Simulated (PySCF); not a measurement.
tetrachloroaluminate (AlCl4), SMILES [Cl][Al-]([Cl])([Cl])[Cl], charge -1.

The structure is a stationary point at B3LYP-D3(BJ)/def2-SVPD.

These are PySCF with PBE/def2-SVPD values and carry that method's errors.

- total energy: -2082.10961 hartree
- point group: Td
- highest occupied level: -3.18 eV
- lowest empty level: 2.65 eV
- orbital gap: 5.83 eV
- dipole moment about the centre of nuclear charge: 0.000 e·Å
- mean static polarisability: 93.6 bohr³ (13.87 Å³)
- polarisability, principal values: 93.6, 93.6, 93.6 bohr³
